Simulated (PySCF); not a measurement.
An unknown is described by computed data only.

Formula: C8H9NSi.

| Quantity | Value |
| --- | --- |
| Dipole | 5.57 D [PBE0/pcSseg-1] |
| Rotational structure | rotational constants A, B, C: 2.354, 0.523, 0.483 GHz [GFN2-xTB] |
| 13C NMR | chemical shifts (computed TMS as zero) by class: 158.0 (1 C), 123.1 (1 C), 121.4 (1 C), 116.6 (1 C), 83.3 (1 C), 24.1 (1 C), 24.0 (1 C), 6.0 (1 C) ppm [GIAO PBE0/pcSseg-1] |
| 1H NMR | chemical shifts (computed TMS as zero) by class: 6.92 (1 H), 4.92 (1 H), 2.12 (3 H), 1.99 (1 H), 1.96 (1 H), 1.96 (1 H), 1.92 (1 H) ppm [GIAO PBE0/pcSseg-1] |
| NMR, other nuclei | isotropic shieldings of nuclei other than C and H, by class: -49 (1 N), 382 (1 Si) ppm [GIAO PBE0/pcSseg-1] |

Gas-phase values; electronic properties from PySCF, density fitting. Levels stand in brackets. Isolated species at its GFN2-xTB geometry, gas phase. Each NMR value is the plain mean over a class of atoms that symmetry, rotation or inversion makes alike.

Question: Propose a structure and show how it fits.

Answer: Numbering: `[CH3:1][C:2]#[C:3][Si@H:4]1[CH2:5][CH:6]=[C:7]([C:8]#[N:9])[CH2:10]1`. Its formula, C8H9NSi, gives 6 degrees of unsaturation: 1 ring and 5 π bonds in the structure found. 8 carbons fall into 8 classes; from least to most shielded: alkene CH carbon [C6] (158.0 ppm), nitrile carbon [C8] (123.1 ppm), fully substituted alkene carbon [C7] (121.4 ppm), alkyne carbon [C2] (116.6 ppm), alkyne carbon [C3] (83.3 ppm), ring sp3 carbon bound to silicon [C10] (24.1 ppm), ring sp3 carbon bound to silicon [C5] (24.0 ppm), propargylic carbon [C1] (6.0 ppm). Hydrogen classes from least to most shielded: 1 H on an alkene CH carbon, C6 (6.92 ppm), 1 H on an SiH silicon, Si4 (4.92 ppm), 3 H on a propargylic carbon, C1 (2.12 ppm), 1 H on an sp3 carbon bound to silicon, C5 (1.99 ppm), 1 H on an sp3 carbon bound to silicon, C5 (1.96 ppm), 1 H on an sp3 carbon bound to silicon, C10 (1.96 ppm), 1 H on an sp3 carbon bound to silicon, C10 (1.92 ppm). The other shieldings belong to: -49 ppm, nitrile nitrogen [N9]; 382 ppm, SiH silicon [Si4]. The optimised geometry has point group C1 and is an asymmetric top. Structure: `CC#C[Si@H]1CC=C(C#N)C1`. Computed isomers that give other values at the same levels: `CC#C/C=C/C(C#N)=C\[SiH3]` (13C chemical shifts (computed TMS as zero) by class: 145.0 (1 C), 143.4 (1 C), 137.7 (1 C), 128.0 (1 C), 121.8 (1 C), 111.0 (1 C), 85.7 (1 C), 6.5 (1 C) ppm); `Nc1cccc2c1C=C[SiH2]2` (13C chemical shifts (computed TMS as zero) by class: 152.7 (1 C), 147.2 (1 C), 141.4 (1 C), 136.1 (1 C), 134.2 (1 C), 129.3 (1 C), 128.2 (1 C), 120.7 (1 C) ppm). The assignments are read from this structure; whether some other isomer fits the data as well wasn't checked. The mirror image fits equally.
